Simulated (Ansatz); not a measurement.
Gas-phase electronic energies from Ansatz, PBE0-D4/def2-TZVP geometries. CCSD(T)/CBS adds triple-zeta CCSD(T) − MP2 to the extrapolated MP2 energy (def2 sets, frozen cores). DFT in def2-TZVPP. Each species was taken in one conformer, which may not be the lowest.

`CN[SiH](C)S` + `O[SiH](Cl)[Si](O)(O)O` → `CN[SiH](S)Cl` + `C[SiH](O)[Si](O)(O)O`  (redistribution)

```tsv
level	ΔE (kJ/mol)
PBE0-D4	-2.6
ωB97X-V	-2.0
PBE0	-2.6
CCSD/def2-TZVPP	-0.3
```

(1) What does CCSD(T)/CBS give? (Best estimate.)

Largest T1 diagnostic among the species: 0.012.

Results:

(1) The calculation gave: -2.0 kJ/mol. The listed levels differ from it by -0.6, 0.0, -0.6, 1.7 kJ/mol.

In def2-TZVPP, CCSD(T) changes the Hartree–Fock value by −5.0 kJ/mol (the triples alone add −1.0 kJ/mol) and MP2 by −5.9 kJ/mol.
